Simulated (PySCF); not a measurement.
Species: 2-ethylpyrazine, C₆H₈N₂.
Cartesian coordinates in Å at the GFN2-xTB level; atoms count from 1:
```xyz
16
C6H8N2 angstrom
C     -2.239    0.465   -0.402
C     -1.330   -0.765   -0.428
C      0.067   -0.381   -0.053
C      0.485   -0.300    1.277
N      1.707    0.080    1.608
C      2.534    0.386    0.618
C      2.131    0.303   -0.707
N      0.906   -0.076   -1.036
H     -1.878    1.210   -1.107
H     -3.254    0.188   -0.677
H     -2.257    0.908    0.591
H     -1.320   -1.184   -1.435
H     -1.707   -1.516    0.270
H     -0.176   -0.551    2.096
H      3.529    0.698    0.902
H      2.794    0.544   -1.528
```

The calculation used CAM-B3LYP/def2-SVPD in PySCF (dipole) on a GFN2-xTB geometry, gas phase.

Masses are those of the commonest isotopes; rigid-rotor values at the optimised geometry. The values belong to one conformer with, in the numbering `[CH3:1][CH2:2][c:3]1[cH:4][n:5][cH:6][cH:7][n:8]1`, C1–C2–C3–C4 85°.

Task: What are A, B and C (MHz)?

Result: Ia = 105.36, Ib = 321.38, Ic = 386.07 u·Å²; 505379 MHz·u·Å²/I gives A = 4797, B = 1573, C = 1309 MHz.

Task: What kind of rotor is it?

Result: An asymmetric top: κ = (2 × 1573 − 4797 − 1309)/(4797 − 1309) = -0.85.

Task: Is it planar, by Δ = Ic − Ia − Ib?

Result: Not planar: Δ = Ic − Ia − Ib = -40.67 u·Å². For a rigid frame Δ = −2 Σ m c², so Σ m c² = 20.33 u·Å² lies off the ab plane: 6.86 from hydrogen and 13.47 from heavier atoms. The atom farthest from that plane is 1.38 Å away.

Task: Where do the levels up to J = 2 lie, in MHz?

Result: Above 0(0,0):
J = 1: 1(0,1) 2882, 1(1,1) 6106, 1(1,0) 6369
J = 2: 2(0,2) 8629, 2(1,2) 11605, 2(1,1) 12396, 2(2,1) 22069, 2(2,0) 22084
Those of J = 1 are B + C, A + C and A + B.

Task: Predict some low-J microwave lines.

Result: The dipole components are |μa| = 0.68 D, |μb| = 0.12 D, |μc| = 0.01 D. The squared components, which scale the intensities, stand as 1.00 : 0.03 : 0.00 (a : b : c). Some lines, for components of 0.1 D or more:

| type | branch | J(Ka,Kc) | MHz | lower level (cm⁻¹) |
| --- | --- | --- | --- | --- |
| a | Q | 3(1,2) ← 3(1,3) | 1580 | 0.662 |
| b | R | 2(0,2) ← 1(1,1) | 2523 | 0.204 |
| b | Q | 1(1,0) ← 1(0,1) | 3488 | 0.096 |
| b | Q | 3(2,2) ← 3(1,3) | 10868 | 0.662 |
| b | R | 3(1,3) ← 2(0,2) | 11216 | 0.288 |
| b | R | 2(2,0) ← 1(1,1) | 15978 | 0.204 |
| b | R | 3(2,2) ← 2(1,1) | 18318 | 0.413 |
| b | R | 3(2,1) ← 2(1,2) | 19185 | 0.387 |
| b | R | 3(3,1) ← 2(2,0) | 25419 | 0.737 |
| b | R | 3(3,0) ← 2(2,1) | 25435 | 0.736 |

Stationary, but not proved a minimum. These are rigid-rotor constants of the computed structure; measured ground-state constants (B0) also hold zero-point vibration. A rigid rotor knows nothing of internal rotation, which can split or shift real lines. Quadrupole hyperfine structure (14N) is left out.

Time: 52 s wall. Hardware: an Arm Neoverse V2 with one thread, no GPU, on a shared host. This is the CAM-B3LYP/def2-SVPD job that gave the dipole, with the excitations it also computed.
